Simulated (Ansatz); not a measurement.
`CC#CC=O` and `CC#[C][SnH3]` differ in one atom or group.

Ansatz, PBE0-D4/def2-TZVP geometries, multiplicity 1. 

Elements past krypton have def2 core potentials.

```
                                        property  `CC#CC=O`
             LUMO energy (B3LYP/def2-TZVPP) / eV      -1.99
size of the dipole moment (B3LYP/def2-TZVPP) / D       4.04
           LUMO energy (ωB97M-V/def2-TZVPP) / eV       0.45
             HOMO–LUMO gap (PBE/def2-TZVPP) / eV       3.32
           HOMO energy (ωB97M-V/def2-TZVPP) / eV     -10.32
              HOMO energy (PBE0/def2-TZVPP) / eV      -7.83
```

(1) What does the change do to each property? (Estimate.)

Answers

(1) The calculation gave: 
| property | `CC#[C][SnH3]` | shift |
| --- | --- | --- |
| LUMO energy (B3LYP/def2-TZVPP) / eV | 0.21 | 2.20 |
| size of the dipole moment (B3LYP/def2-TZVPP) / D | 0.94 | -3.10 |
| LUMO energy (ωB97M-V/def2-TZVPP) / eV | 1.70 | 1.25 |
| HOMO–LUMO gap (PBE/def2-TZVPP) / eV | 5.90 | 2.58 |
| HOMO energy (ωB97M-V/def2-TZVPP) / eV | -9.75 | 0.57 |
| HOMO energy (PBE0/def2-TZVPP) / eV | -7.53 | 0.30 |

With PBE0 the HOMO rises by 0.30 eV and the LUMO rises by 2.19 eV, so the gap widens by about 1.89 eV. PBE moves the HOMO by -0.28 eV and ωB97M-V by 0.57 eV. Dipoles are sizes alone; their direction can turn.

B3LYP here is the variant with VWN-RPA as its local correlation; programs differ in this.
